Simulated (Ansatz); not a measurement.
Molecule: AuH, charge 0, multiplicity 1. SMILES: [AuH]
Coordinates optimised at B3LYP-D3(BJ)/def2-TZVP (Ansatz, a first-principles code):
```
Au
H 1 1.5467
```

Quantity: atomisation energy, in kcal/mol. Terms: spin-orbit terms left out; open shells spin-unrestricted; atomisation electronic, to ground-state atoms; six Cartesian d functions in 6-31G* and its kin unless marked 5d; LANL2DZ with its own core potentials from Na on; def2 sets with scalar-relativistic core potentials past Kr; valence correlation only (noble-gas shells and the d and f shells of earlier blocks). Ab initio and DFT rows: single points at B3LYP-D3(BJ) geometries (Ansatz). The spin state of an ion or metal species was assumed, not searched.

```json
[
 {"level": "HF/LANL2DZ", "program": "Ansatz", "atomisation energy (kcal/mol)": "35.3"},
 {"level": "HF/6-31G* with LANL2DZ past Ar", "program": "Ansatz", "atomisation energy (kcal/mol)": "34.5"},
 {"level": "SVWN5/6-31G* with LANL2DZ past Ar", "program": "Ansatz", "atomisation energy (kcal/mol)": "83.4"},
 {"level": "PBE/LANL2DZ", "program": "Ansatz", "atomisation energy (kcal/mol)": "70.9"},
 {"level": "PBE/def2-SVP", "program": "Ansatz", "atomisation energy (kcal/mol)": "72.5"},
 {"level": "PBE/6-31G* with LANL2DZ past Ar", "program": "Ansatz", "atomisation energy (kcal/mol)": "69.6"},
 {"level": "B3LYP/LANL2DZ", "program": "Ansatz", "atomisation energy (kcal/mol)": "68.1"},
 {"level": "B3LYP/6-31G* with LANL2DZ past Ar", "program": "Ansatz", "atomisation energy (kcal/mol)": "66.9"},
 {"level": "MP2/6-31G* with LANL2DZ past Ar", "program": "Ansatz", "atomisation energy (kcal/mol)": "49.8"},
 {"level": "B3LYP-D3(BJ)/def2-TZVPD", "program": "Ansatz + dftd3", "atomisation energy (kcal/mol)": "70.2"}
]
```

No value to compare with is used here. The 9 habitual levels span 34.5 (HF/6-31G* with LANL2DZ past Ar) to 83.4 kcal/mol (SVWN5/6-31G* with LANL2DZ past Ar); B3LYP-D3(BJ)/def2-TZVPD gives 70.2.

The levels are drawn from those run, B3LYP/6-31G* more often than the rest, none by its result; left out are runs that failed, that the program found above a lower state of the same kind, or whose <S^2> lies over 0.5 above the pure value.
